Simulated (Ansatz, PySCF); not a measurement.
Spin states of Cl2H2O2Ti (SMILES [OH][Ti]([OH])([Cl])[Cl]), each relaxed with B3LYP-D3(BJ)/def2-TZVP.
State 1 (charge 0, multiplicity 1):
```xyz
7

Ti     0.29874     0.09210     0.14884
Cl     2.12603     0.69367    -0.94375
Cl     0.87061    -0.61503     2.16567
O     -0.49706    -1.22591    -0.72739
H     -0.35603    -2.12006    -1.04845
O     -0.82157     1.47055     0.27669
H     -1.72262     1.62898    -0.02079
```
State 2 (charge 0, multiplicity 3):
```xyz
7

Ti     0.01369     0.04756     0.01468
Cl     2.35156     0.59094    -0.34903
Cl     1.42917    -0.37633     1.94078
O     -0.52056    -1.44394    -0.83058
H     -0.43968    -2.33385    -1.17387
O     -1.05579     1.48652     0.19174
H     -1.88030     1.95340     0.05708
```

Singlets are restricted, other states unrestricted; no spin–orbit coupling, no relativity up to Kr; see below for the cores. The largest T1 diagnostic is 0.024.

Correlated levels freeze the inner cores; with def2 sets outer-core shells near the valence are correlated too. CBS: X⁻³ extrapolation of the correlation energy, Hartree–Fock from the larger set.

Programs: Ansatz (Gaussian basis) for Hartree–Fock, density functionals and correlated methods; PySCF for the dispersion terms. 

| level | energy of the multiplicity-3 state less that of the multiplicity-1 state (kcal/mol) |
|---|---|
| SVWN5/def2-TZVPP | [?] |
| PBE-D4/def2-TZVPP | 74.07 |
| r2SCAN-D3(BJ)/def2-TZVPP | 73.72 |
| B3LYP/def2-TZVPP | 66.39 |
| PBE0-D4/def2-TZVPP | 66.82 |
| wB97X-V/def2-TZVPP | 66.18 |
| wB97M-V/def2-TZVPP | 66.12 |
| B2PLYP/def2-TZVPP | 73.50 |
| CCSD(T)/CBS(def2-TZVPP, def2-QZVPP) | 73.88 |

Fill in the missing entries.


- SVWN5/def2-TZVPP, energy of the multiplicity-3 state less that of the multiplicity-1 state (kcal/mol): 79.89

Ansatz is a quantum-chemistry and plane-wave program.
